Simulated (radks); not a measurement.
Species: the cobalt ion Co2+. Configuration: [Ar] 3d4.5 4p2.5 (fractional occupations, a model configuration). All-electron calculation, scalar-relativistic Kohn-Sham, SCAN, spin-polarised, spherical densities, finite nucleus; open shells are filled with parallel spins first; meta-GGA in the generalised Kohn-Sham scheme; Fermi nuclear charge, rms radius 3.7875 fm. Program: a radial shooting solver on a logarithmic mesh with Libxc functionals.

Radial electron density D(r) = 4 pi r^2 rho(r):

```
   r/bohr * D(r) (the largest magnitude, 36.7, reaches the edge; | marks zero)
 0.003161 | *
 0.003621 |  *
 0.004115 |   *
 0.004715 |    *
 0.005402 |     *
 0.006139 |      *
 0.007034 |        *
 0.007994 |          *
 0.009159 |             *
  0.01041 |                *
  0.01193 |                   *
  0.01366 |                       *
  0.01553 |                           *
  0.01779 |                               *
  0.02022 |                                   *
  0.02317 |                                       *
  0.02633 |                                           *
  0.03017 |                                              *
  0.03456 |                                                *
  0.03928 |                                                *
    0.045 |                                               *
  0.05115 |                                              *
   0.0586 |                                           *
   0.0666 |                                        *
  0.07631 |                                      *
  0.08742 |                                      *
  0.09936 |                                       *
   0.1138 |                                          *
   0.1294 |                                               *
   0.1482 |                                                   *
   0.1685 |                                                      *
    0.193 |                                                      *
   0.2211 |                                                 *
   0.2513 |                                          *
   0.2879 |                                 *
   0.3273 |                          *
   0.3749 |                     *
   0.4261 |                    *
   0.4882 |                      *
   0.5593 |                         *
   0.6357 |                          *
   0.7283 |                         *
   0.8278 |                     *
   0.9484 |                *
    1.078 |           *
    1.235 |       *
    1.415 |    *
    1.608 |  *
    1.842 |  *
    2.094 | *
    2.399 | *
    2.726 | *
    3.124 |*
    3.579 |*
    4.067 *
     4.66 *
    5.296 *
    6.068 *
    6.896 *
    7.901 *
```

D(r) has 3 maxima, at r = 0.0393, 0.178, 0.646 bohr, and minima at 0.0847, 0.416 bohr, inside which lie 2.10, 10.65 electrons.
